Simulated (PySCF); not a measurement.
C5H9N, SMILES C=CC1(N)CC1.

Geometry optimised at PBE-D3(BJ)/def2-SVP. The values are those of a single conformer.

These are PBE-D3(BJ)/def2-SVP (PySCF) values and carry that method's errors.

Harmonic, unscaled wavenumbers; measured fundamentals usually lie a few per cent lower.

```json
[
 {"mode": "1", "ν (cm⁻¹)": "137", "IR (km/mol)": "0.4", "moving atoms (share of kinetic energy)": "C 62 %, H 35 %"},
 {"mode": "2", "ν (cm⁻¹)": "224", "IR (km/mol)": "34.4", "moving atoms (share of kinetic energy)": "H 90 %"},
 {"mode": "3", "ν (cm⁻¹)": "264", "IR (km/mol)": "3.2", "moving atoms (share of kinetic energy)": "C 41 %, H 35 %, N 24 %"},
 {"mode": "4", "ν (cm⁻¹)": "310", "IR (km/mol)": "1.4", "moving atoms (share of kinetic energy)": "H 58 %, C 38 %"},
 {"mode": "5", "ν (cm⁻¹)": "367", "IR (km/mol)": "7.0", "moving atoms (share of kinetic energy)": "C 41 %, H 32 %, N 26 %"},
 {"mode": "6", "ν (cm⁻¹)": "419", "IR (km/mol)": "4.8", "moving atoms (share of kinetic energy)": "H 46 %, C 41 %, N 13 %"},
 {"mode": "7", "ν (cm⁻¹)": "488", "IR (km/mol)": "4.8", "moving atoms (share of kinetic energy)": "C 64 %, H 29 %"},
 {"mode": "8", "ν (cm⁻¹)": "668", "IR (km/mol)": "8.4", "moving atoms (share of kinetic energy)": "H 57 %, C 43 %"},
 {"mode": "9", "ν (cm⁻¹)": "716", "IR (km/mol)": "9.2", "moving atoms (share of kinetic energy)": "C 41 %, H 33 %, N 26 %"},
 {"mode": "10", "ν (cm⁻¹)": "747", "IR (km/mol)": "0.3", "moving atoms (share of kinetic energy)": "H 95 %"},
 {"mode": "11", "ν (cm⁻¹)": "793", "IR (km/mol)": "87.9", "moving atoms (share of kinetic energy)": "H 72 %, N 14 %, C 14 %"},
 {"mode": "12", "ν (cm⁻¹)": "850", "IR (km/mol)": "31.9", "moving atoms (share of kinetic energy)": "C 70 %, H 30 %"},
 {"mode": "13", "ν (cm⁻¹)": "878", "IR (km/mol)": "30.0", "moving atoms (share of kinetic energy)": "H 61 %, C 31 %, N 9 %"},
 {"mode": "14", "ν (cm⁻¹)": "891", "IR (km/mol)": "23.6", "moving atoms (share of kinetic energy)": "H 65 %, C 34 %"},
 {"mode": "15", "ν (cm⁻¹)": "906", "IR (km/mol)": "6.9", "moving atoms (share of kinetic energy)": "H 72 %, C 23 %"},
 {"mode": "16", "ν (cm⁻¹)": "964", "IR (km/mol)": "6.9", "moving atoms (share of kinetic energy)": "H 75 %, C 21 %"},
 {"mode": "17", "ν (cm⁻¹)": "988", "IR (km/mol)": "7.4", "moving atoms (share of kinetic energy)": "H 87 %, C 12 %"},
 {"mode": "18", "ν (cm⁻¹)": "1001", "IR (km/mol)": "3.9", "moving atoms (share of kinetic energy)": "H 63 %, C 36 %"},
 {"mode": "19", "ν (cm⁻¹)": "1013", "IR (km/mol)": "21.1", "moving atoms (share of kinetic energy)": "H 58 %, C 35 %"},
 {"mode": "20", "ν (cm⁻¹)": "1027", "IR (km/mol)": "3.7", "moving atoms (share of kinetic energy)": "H 51 %, C 48 %"},
 {"mode": "21", "ν (cm⁻¹)": "1131", "IR (km/mol)": "0.0", "moving atoms (share of kinetic energy)": "H 76 %, C 24 %"},
 {"mode": "22", "ν (cm⁻¹)": "1148", "IR (km/mol)": "2.6", "moving atoms (share of kinetic energy)": "H 59 %, C 34 %"},
 {"mode": "23", "ν (cm⁻¹)": "1255", "IR (km/mol)": "4.5", "moving atoms (share of kinetic energy)": "H 72 %, C 27 %"},
 {"mode": "24", "ν (cm⁻¹)": "1304", "IR (km/mol)": "1.1", "moving atoms (share of kinetic energy)": "H 64 %, C 33 %"},
 {"mode": "25", "ν (cm⁻¹)": "1324", "IR (km/mol)": "12.6", "moving atoms (share of kinetic energy)": "C 54 %, H 40 %"},
 {"mode": "26", "ν (cm⁻¹)": "1377", "IR (km/mol)": "2.6", "moving atoms (share of kinetic energy)": "H 91 %, C 9 %"},
 {"mode": "27", "ν (cm⁻¹)": "1386", "IR (km/mol)": "4.2", "moving atoms (share of kinetic energy)": "H 59 %, C 39 %"},
 {"mode": "28", "ν (cm⁻¹)": "1430", "IR (km/mol)": "5.4", "moving atoms (share of kinetic energy)": "H 59 %, C 41 %"},
 {"mode": "29", "ν (cm⁻¹)": "1568", "IR (km/mol)": "25.2", "moving atoms (share of kinetic energy)": "H 90 %, N 8 %"},
 {"mode": "30", "ν (cm⁻¹)": "1664", "IR (km/mol)": "33.5", "moving atoms (share of kinetic energy)": "C 89 %, H 11 %"},
 {"mode": "31", "ν (cm⁻¹)": "3052", "IR (km/mol)": "13.7", "moving atoms (share of kinetic energy)": "H 95 %"},
 {"mode": "32", "ν (cm⁻¹)": "3057", "IR (km/mol)": "6.8", "moving atoms (share of kinetic energy)": "H 95 %"},
 {"mode": "33", "ν (cm⁻¹)": "3074", "IR (km/mol)": "8.8", "moving atoms (share of kinetic energy)": "H 94 %"},
 {"mode": "34", "ν (cm⁻¹)": "3086", "IR (km/mol)": "6.3", "moving atoms (share of kinetic energy)": "H 93 %"},
 {"mode": "35", "ν (cm⁻¹)": "3145", "IR (km/mol)": "0.4", "moving atoms (share of kinetic energy)": "H 89 %, C 11 %"},
 {"mode": "36", "ν (cm⁻¹)": "3156", "IR (km/mol)": "9.7", "moving atoms (share of kinetic energy)": "H 89 %, C 11 %"},
 {"mode": "37", "ν (cm⁻¹)": "3184", "IR (km/mol)": "4.6", "moving atoms (share of kinetic energy)": "H 89 %, C 11 %"},
 {"mode": "38", "ν (cm⁻¹)": "3405", "IR (km/mol)": "0.7", "moving atoms (share of kinetic energy)": "H 95 %"},
 {"mode": "39", "ν (cm⁻¹)": "3503", "IR (km/mol)": "1.2", "moving atoms (share of kinetic energy)": "H 92 %, N 8 %"}
]
```
